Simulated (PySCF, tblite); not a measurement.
Species: C3H7Cl3Si2.
SMILES with atom numbers: `[Cl:1][C:2]([Cl:3])([Cl:4])[CH:5]1[SiH2:6][CH2:7][SiH2:8]1` (hydrogens: H9 on C5; H10, H11 on Si6; H12, H13 on C7; H14, H15 on Si8)

Structure used (GFN2-xTB), in Å, numbered top down from 1:
```xyz
15
C3H7Cl3Si2 angstrom
Cl     1.3524    1.9667    0.2109
C      1.8132    0.2897   -0.1365
Cl     2.6979    0.2935   -1.7004
Cl     2.9885   -0.2122    1.1268
C      0.6278   -0.5871   -0.1713
Si    -0.5022   -0.4535    1.3953
C     -1.8255    0.3233    0.2442
Si    -0.7847    0.0354   -1.3411
H      0.9678   -1.6002   -0.3866
H     -0.8348   -1.7898    1.8875
H      0.0147    0.3877    2.4671
H     -2.0114    1.3739    0.4503
H     -2.7941   -0.1668    0.2566
H     -1.2524   -1.0637   -2.1851
H     -0.4616    1.2109   -2.1397
```

Theory: CAM-B3LYP/def2-SVPD in PySCF (dipole) on a GFN2-xTB geometry, gas phase.

Masses are those of the commonest isotopes; rigid-rotor values at the optimised geometry. 

(1) Give the principal moments of inertia and the rotational constants in cm⁻¹.

(2) What kind of rotor is it?

(3) What does the inertial defect say?

(4) Give the other two planar moments, Paa and Pbb, and the rms extents of the mass along the axes.

(5) Which types of transition are allowed, and where do some lines up to J = 3 fall?

(6) Estimate the classical rotational partition function at 200 K, 298.15 K and 500 K.

Results:

(1) Ia = 412.42, Ib = 679.09, Ic = 816.20 u·Å²; 505379 MHz·u·Å²/I gives 1225, 744.2 and 619.2 MHz, that is A = 0.04088, B = 0.02482, C = 0.02065 cm⁻¹.

(2) An asymmetric top. Ray's parameter κ = (2B − A − C)/(A − C) = -0.588; −1 is the prolate and +1 the oblate limit.

(3) Not planar: Δ = Ic − Ia − Ib = -275.30 u·Å². For a rigid frame Δ = −2 Σ m c², so Σ m c² = 137.65 u·Å² lies off the ab plane: 11.19 from hydrogen and 126.46 from heavier atoms. The atom farthest from that plane is 1.90 Å away.

(4) Paa = Σ m a² = (Ib + Ic − Ia)/2 = 541.44 and Pbb = Σ m b² = (Ia + Ic − Ib)/2 = 274.76 u·Å². With the mass M = 203.92 u, the rms extents √(P/M) along a, b and c are 1.63, 1.16, 0.82 Å.

(5) The dipole components are |μa| = 2.47 D, |μb| = 0.00 D, |μc| = 0.41 D; the mirror of this Cs structure is the ac plane, so μb vanishes by symmetry and there are no b-type lines. Intensities carry the squares of the components, which stand as 1.00 : 0.03 (a : c). Some lines, for components of 0.1 D or more:

```json
{"type": "a", "branch": "Q", "J(Ka,Kc)": "2(1,1) ← 2(1,2)", "MHz": "375", "lower level (cm⁻¹)": "0.148"}
{"type": "c", "branch": "Q", "J(Ka,Kc)": "2(1,2) ← 2(0,2)", "MHz": "378", "lower level (cm⁻¹)": "0.136"}
{"type": "c", "branch": "Q", "J(Ka,Kc)": "1(1,1) ← 1(0,1)", "MHz": "481", "lower level (cm⁻¹)": "0.045"}
{"type": "a", "branch": "Q", "J(Ka,Kc)": "3(1,2) ← 3(1,3)", "MHz": "748", "lower level (cm⁻¹)": "0.278"}
{"type": "a", "branch": "R", "J(Ka,Kc)": "1(0,1) ← 0(0,0)", "MHz": "1363", "lower level (cm⁻¹)": "0.000"}
{"type": "c", "branch": "R", "J(Ka,Kc)": "1(1,0) ← 0(0,0)", "MHz": "1970", "lower level (cm⁻¹)": "0.000"}
{"type": "a", "branch": "R", "J(Ka,Kc)": "2(0,2) ← 1(0,1)", "MHz": "2705", "lower level (cm⁻¹)": "0.045"}
{"type": "a", "branch": "R", "J(Ka,Kc)": "2(1,1) ← 1(1,0)", "MHz": "2852", "lower level (cm⁻¹)": "0.066"}
{"type": "a", "branch": "R", "J(Ka,Kc)": "3(0,3) ← 2(0,2)", "MHz": "4009", "lower level (cm⁻¹)": "0.136"}
{"type": "a", "branch": "R", "J(Ka,Kc)": "3(2,2) ← 2(2,1)", "MHz": "4090", "lower level (cm⁻¹)": "0.209"}
{"type": "a", "branch": "R", "J(Ka,Kc)": "3(2,1) ← 2(2,0)", "MHz": "4172", "lower level (cm⁻¹)": "0.210"}
{"type": "c", "branch": "R", "J(Ka,Kc)": "2(2,1) ← 1(1,1)", "MHz": "4420", "lower level (cm⁻¹)": "0.062"}
{"type": "c", "branch": "R", "J(Ka,Kc)": "3(3,1) ← 2(2,1)", "MHz": "6821", "lower level (cm⁻¹)": "0.209"}
```

(6) Point group Cs, symmetry number σ = 1; q = (√π/σ)·√((kT/h)³/(ABC)), k/h = 20836.6 MHz/K: 635000 at 200 K, 1150000 at 298.15 K, 2510000 at 500 K.

Its GFN2-xTB frequencies are all real (lowest 59 cm⁻¹). These are rigid-rotor constants of the computed structure; measured ground-state constants (B0) also hold zero-point vibration. Quadrupole hyperfine structure (35Cl) is left out.

The run took 81 s of wall time on one thread, Arm Neoverse V1 (aarch64), shared host with 32 logical CPUs at a one-minute load of 10, and the process peaked at 1.2 GiB of memory. This is the CAM-B3LYP/def2-SVPD job that gave the dipole, with the excitations it also computed.
